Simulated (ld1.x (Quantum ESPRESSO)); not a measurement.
# chlorine: excitation energies, all-electron against TM

Cl (Z = 17), norm-conserving Troullier–Martins (Kleinman–Bylander form), made with ld1.x (Quantum ESPRESSO) 7.5 (PBE, scalar-relativistic). Core [Ne], reference 3s1.75 3p5.25. Waves: 3p (bound): rc 1.25 bohr; 3s (bound): rc 0.90 bohr. Local part: the s channel. Core correction: a·sin(br)/r model core inside 0.40 bohr.

Energies are relative to the spin-unpolarised reference configuration 3s1.75 3p5.25; without spin polarisation the order of configurations can differ from experiment.

Q: Give the all-electron excitation energy and the error of the potential for: 3s2 3p5; 3s2 3p4; 3s2 3p3; 3s2 3p1; 3s2 3p2; 3s1 3p5; 3s2 3p5.3.

A:

| valence configuration | charge | ΔE all-electron (eV) | error AE − PS (meV) |
| --- | --- | --- | --- |
| 3s2 3p5 | 0 | -3.028 | -0.4 |
| 3s2 3p4 | +1 | 10.848 | +3.1 |
| 3s2 3p3 | +2 | 36.295 | +33 |
| 3s2 3p1 | +4 | 126.845 | +285 |
| 3s2 3p2 | +3 | 74.602 | +116 |
| 3s1 3p5 | +1 | 23.557 | +6.1 |
| 3s2 3p5.3 | -0.3 | -5.166 | +0.5 |

Levels in the configuration 3s2 3p1:

```tsv
level	all-electron (eV)	pseudo (eV)
3s	-73.777	-73.532
3p	-59.527	-59.301
```
